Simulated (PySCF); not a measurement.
Identify the unknown among the candidates.

All candidates are C5H11NOSi2.

| technique | computed result |
| --- | --- |
| 13C NMR | chemical shifts (computed TMS as zero) by class: 159.2 (1 C), 153.1 (1 C), 130.5 (1 C), 115.2 (1 C), -11.7 (1 C) ppm [GIAO PBE0/pcSseg-1] |
| 1H NMR | chemical shifts (computed TMS as zero) by class: 7.74 (1 H), 7.02 (1 H), 6.51 (1 H), 5.28 (1 H), 4.06 (1 H), 3.83 (1 H), 0.26 (2 H), -0.06 (3 H) ppm [GIAO PBE0/pcSseg-1] |
| XPS | Si2p3/2 105.9, Si2p3/2 106.2, C1s 290.0, C1s 290.1, C1s 290.3, C1s 290.7, C1s 291.4, N1s 404.3, O1s 539.5, Si1s 1845.6, Si1s 1846.1 eV [ΔSCF SCAN, pcX-2 on the ionised atom, pcseg-1 elsewhere, spin-free X2C, 2p3/2 from a spin–orbit splitting computed afterwards within the 2p shell] |
| Triplet | lowest triplet excitation (Tamm–Dancoff): 3.81 eV [TDA CAM-B3LYP/def2-SVPD] |
| NMR, other nuclei | isotropic shieldings of nuclei other than C and H, by class: 255 (1 N), 9 (1 O), 394 (1 Si), 426 (1 Si) ppm [GIAO PBE0/pcSseg-1] |
| Rotational structure | rotational constants A, B, C: 1.621, 0.778, 0.628 GHz [PBE0-D3(BJ)/def2-SVP] |

The electronic properties come from PySCF, for the isolated species, density fitting. Levels stand in brackets. The structure is a single PBE0-D3(BJ)/def2-SVP conformer in the gas phase; no vibrational or solvent corrections. NMR classes are plain means over equivalent atoms (diastereotopic ones count apart unless rotation or inversion swaps them), as if these changed places fast.

Task: Which candidate is it?
A. `C[SiH2][Si@@H](N)c1ccco1`
B. `Cc1ccoc1[SiH2]N[SiH3]`
C. `N[Si@H](C[SiH3])c1ccco1`
D. `C#C[Si@@H]1CC[Si@@H](NC)O1`
E. `CC#C[C@@H]1C[Si@@H](N)O[SiH2]1`

Result: A. It is `C[SiH2][Si@@H](N)c1ccco1`. Numbering: `[CH3:1][SiH2:2][Si@@H:3]([NH2:4])[c:5]1[cH:6][cH:7][cH:8][o:9]1`. Its formula, C5H11NOSi2, gives 3 degrees of unsaturation: 1 ring and 2 π bonds in the structure found (Kekulé form). 5 carbons fall into 5 classes; from least to most shielded: substituted aromatic carbon [C5] (159.2 ppm), aromatic CH next to a ring oxygen [C8] (153.1 ppm), aromatic CH carbon [C6] (130.5 ppm), aromatic CH carbon [C7] (115.2 ppm), Si-methyl carbon [C1] (-11.7 ppm). Hydrogen classes from least to most shielded: 1 H on an aromatic CH next to a ring oxygen, C8 (7.74 ppm), 1 H on an aromatic CH carbon, C6 (7.02 ppm), 1 H on an aromatic CH carbon, C7 (6.51 ppm), 1 H on an SiH silicon, Si3 (5.28 ppm), 1 H on an SiH2 silicon, Si2 (4.06 ppm), 1 H on an SiH2 silicon, Si2 (3.83 ppm), 2 H on a silicon-bound nitrogen, N4 (0.26 ppm), 3 H on an Si-methyl carbon, C1 (-0.06 ppm, a mean of values up to 0.6 ppm apart in this geometry). The other shieldings belong to: 255 ppm, silicon-bound nitrogen [N4]; 9 ppm, furan-type oxygen [O9]; 394 ppm, SiH silicon [Si3]; 426 ppm, SiH2 silicon [Si2]. The core levels belong to: Si2p3/2 105.9 eV, SiH2 silicon [Si2]; Si2p3/2 106.2 eV, SiH silicon [Si3]; C1s 290.0 eV, Si-methyl carbon [C1]; C1s 290.1 eV, aromatic CH carbon [C6]; C1s 290.3 eV, aromatic CH carbon [C7]; C1s 290.7 eV, substituted aromatic carbon [C5]; C1s 291.4 eV, aromatic CH next to a ring oxygen [C8]; N1s 404.3 eV, silicon-bound nitrogen [N4]; O1s 539.5 eV, furan-type oxygen [O9]; Si1s 1845.6 eV, SiH2 silicon [Si2]; Si1s 1846.1 eV, SiH silicon [Si3]. The optimised geometry has point group C1 and is an asymmetric top.

The others, at the same levels:
- `Cc1ccoc1[SiH2]N[SiH3]` fails: its computed 13C shifts are 152.9 (1 C), 150.4 (1 C), 143.3 (1 C), 118.3 (1 C), 12.7 (1 C) ppm, core binding energies are Si2p3/2 106.7, Si2p3/2 106.8, C1s 290.2, C1s 290.4, C1s 290.7, C1s 290.9, C1s 291.4, N1s 404.0, O1s 539.5, Si1s 1846.6, Si1s 1846.7 eV and 1H shifts are 7.68 (1 H), 6.48 (1 H), 5.32 (2 H), 4.33 (3 H), 2.29 (3 H), -0.67 (1 H) ppm.
- `N[Si@H](C[SiH3])c1ccco1` fails: its computed 13C shifts are 159.0 (1 C), 152.3 (1 C), 129.1 (1 C), 115.4 (1 C), -7.0 (1 C) ppm, core binding energies are Si2p3/2 106.4, Si2p3/2 106.5, C1s 289.6, C1s 290.1, C1s 290.2, C1s 290.7, C1s 291.3, N1s 404.5, O1s 539.6, Si1s 1846.2, Si1s 1846.4 eV and 1H shifts are 7.68 (1 H), 7.27 (1 H), 6.58 (1 H), 5.39 (1 H), 3.78 (3 H), 0.26 (2 H), 0.04 (1 H), -0.06 (1 H) ppm.
- `CC#C[C@@H]1C[Si@@H](N)O[SiH2]1` fails: its computed 13C shifts are 86.7 (1 C), 82.6 (1 C), 18.2 (1 C), 15.3 (1 C), 4.9 (1 C) ppm, core binding energies are Si2p3/2 106.9, Si2p3/2 107.0, C1s 289.7, C1s 289.8, C1s 290.0, C1s 290.7, C1s 291.3, N1s 404.7, O1s 537.1, Si1s 1846.8, Si1s 1847.0 eV and 1H shifts are 5.02 (1 H), 4.95 (1 H), 4.94 (1 H), 2.06 (1 H), 1.85 (3 H), 1.16 (1 H), 0.97 (2 H), 0.47 (1 H) ppm.
- `C#C[Si@@H]1CC[Si@@H](NC)O1` fails: its computed 13C shifts are 102.8 (1 C), 89.1 (1 C), 27.6 (1 C), 11.3 (1 C), 11.0 (1 C) ppm, 1H shifts are 5.28 (1 H), 4.98 (1 H), 2.54 (3 H), 2.36 (1 H), 1.10 (1 H), 1.08 (1 H), 0.93 (1 H), 0.48 (1 H), 0.32 (1 H) ppm and lowest triplet excitation (Tamm–Dancoff) is 4.87 eV (against 3.81 eV).

Each candidate is one conformer, not necessarily the lowest. Dipoles, sizes and rotational constants follow the conformer. The torsions of the flexible species, by atom-mapped SMILES:
- `[CH3:1][SiH2:2][Si@@H:3]([NH2:4])[c:5]1[cH:6][cH:7][cH:8][o:9]1`: C1–Si2–Si3–N4 -177°, Si2–Si3–C5–C6 120°, H–N4–Si3–Si2 178°, H–N4–Si3–Si2 -36°
- `[CH3:1][c:2]1[cH:3][cH:4][o:5][c:6]1[SiH2:7][NH:8][SiH3:9]`: O5–C6–Si7–N8 49°, C6–Si7–N8–Si9 18°
- `[NH2:1][Si@H:2]([CH2:3][SiH3:4])[c:5]1[cH:6][cH:7][cH:8][o:9]1`: N1–Si2–C3–Si4 -162°, N1–Si2–C5–C6 21°, H–N1–Si2–C3 -39°, H–N1–Si2–C3 -178°

The conformers of `CC#C[C@@H]1C[Si@@H](N)O[SiH2]1` and `C#C[Si@@H]1CC[Si@@H](NC)O1` aren't listed.
